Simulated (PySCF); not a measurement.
Si(F)(OH)2(OEt) (C₂H₇FO₃Si), SMILES CCO[Si](O)(O)F. Atoms are numbered in the order given.

```xyz
14

C     -2.6846     1.3660     0.9037
C     -1.4621     0.4876     1.0779
O     -0.6972     0.5051    -0.1239
Si     0.7117    -0.2936    -0.3459
O      1.8341     0.2525     0.7164
O      1.2496    -0.1023    -1.8826
F      0.4501    -1.8726    -0.0686
H     -3.3075     1.0005     0.0726
H     -3.2925     1.3682     1.8221
H     -2.3854     2.4013     0.6788
H     -0.8410     0.8506     1.9167
H     -1.7601    -0.5506     1.3134
H      2.7146    -0.1381     0.6866
H      0.6456    -0.3315    -2.5982
```

Geometry: B3LYP-D3(BJ)/def2-SVP. Other conformers were not sampled.

Level of theory: KT2/pcSseg-1 in PySCF.

GIAO shieldings, no solvent; atoms listed in one row are averaged. δ = σ(ref) − σ: ¹³C against TMS (σ = 185.1 ppm); ¹⁷O against H2O (σ = 330.4 ppm); ²⁹Si against TMS (σ = 361.9 ppm); ¹⁹F against CFCl3 (σ = 127.1 ppm); ¹H against TMS (σ = 31.47 ppm), references at their B3LYP-D3(BJ)/def2-TZVP geometries, non-relativistic.

Computed chemical shifts:
| nucleus | atoms | count | δ (ppm) |
|---|---|---|---|
| ¹³C | C2 | 1 | 66.4 |
| ¹³C | C1 | 1 | 21.8 |
| ¹⁷O | O3 | 1 | 66.1 |
| ¹⁷O | O6 | 1 | 47.8 |
| ¹⁷O | O5 | 1 | 39.4 |
| ²⁹Si | Si4 | 1 | -72.1 |
| ¹⁹F | F7 | 1 | -184.4 |
| ¹H | H11, H12 | 2 | 4.40 |
| ¹H | H14 | 1 | 2.19 |
| ¹H | H13 | 1 | 2.09 |
| ¹H | H8, H9, H10 | 3 | 1.54 |
